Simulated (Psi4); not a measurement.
A dimer, C3H6 ··· H3O+ (SMILES C1CC1 and [OH3+]) (charge +1); the first 9 atoms form monomer A.

```
13

C     -0.4453    -0.7343     0.1261
C      0.8670    -0.0190    -0.0360
C     -0.4217     0.7533    -0.0900
H     -0.7867    -1.3610    -0.6867
H     -0.7064    -1.1014     1.1094
H      1.4938     0.0980     0.8377
H      1.4135    -0.1616    -0.9584
H     -0.6670     1.3928     0.7471
H     -0.7472     1.1331    -1.0490
O      3.5751    -2.2971    -0.2976
H      3.7744    -1.6348     0.3983
H      4.3226    -2.4518    -0.9139
H      2.7207    -2.1386    -0.7532
```

### Question
What interaction energy does Psi4 1.11 with SAPT0/jun-cc-pVDZ, frozen core give, and which attractive term is the largest?

### Answer
Total -21.76 kJ/mol: electrostatics -6.03, exchange 2.90, induction -16.36, dispersion -2.27. The most attractive term is induction.
